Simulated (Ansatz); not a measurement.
Geometry optimisation, RKS B3LYP/def2-SVP (Ansatz 0.2.0).

Input:

```yaml
crystal:
  periodic: [false, false, false]
  atoms:
    - { symbol: Cl, position_ang: [0.3786, 1.7309, 0.3866] }
    - { symbol: Ge, position_ang: [-0.771, 0.0791, -0.4104] }
    - { symbol: Br, position_ang: [0.3815, -1.8747, 0.0106] }
basis:
  gaussian: { orbitals: def2-SVP }
hamiltonian:
  xc: b3lyp
relax:
  f_tol: 0.02
  max_steps: 40
scf:
  lower_state_search: "off"
output:
  orbitals: {}
```

Launched with:

```bash
$ ansatz run input.yaml --threads 1 --pin off --max-ram 2048MiB --backend cpu --events-out ev --progress --plain --runs-dir out
```

Task: Where does it end, and by what steps?

Result: It converged. After 3 steps the energy has fallen by 0.075 eV; Ge2 moved furthest, 0.09 Å.

```
step  energy less start (eV)  largest force component (eV/Å)  accepted
   0                  0.0000                           1.185       yes
   1                 -0.0709                           0.176       yes
   2                 -0.0747                           0.023       yes
   3                 -0.0748                           0.003       yes
```

```xyz
3
Properties=species:S:1:pos:R:3
Cl 0.417 1.690 0.403
Ge -0.850 0.093 -0.452
Br 0.423 -1.848 0.036
```

The run took 8.2 s on 1 thread of Intel(R) Xeon(R) Platinum 8488C (Sapphire Rapids), with other jobs on the host, peak memory 0.19 GiB.
